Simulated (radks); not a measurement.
Values are calculated unless marked as measured or tabulated.
Problem. Species: Cu IX. Configuration: [Ar] 3d3. Code: a radial shooting solver on a logarithmic mesh with Libxc functionals. Model: Dirac Kohn-Sham, PBE, spin-unpolarised, spherical densities, point nucleus; open shells are shared between the two j in proportion to 2j + 1.

Spin-orbit splittings of the eigenvalues, e(l+1/2) - e(l-1/2), with zeta = 2 splitting/(2l+1) and mean radii in bohr:

shell  occ.  splitting (eV)  zeta (eV)  <r> j=l-1/2  <r> j=l+1/2
2p        6               ?          ?       0.2040       0.2073
3p        6           3.174      2.116       0.6705       0.6777
3d        3          0.4982     0.1993       0.6701       0.6723
4p        0          0.7334     0.4889        1.591        1.602

Estimate the 2p splitting.

Solution. 20.48 eV (zeta = 13.65 eV).
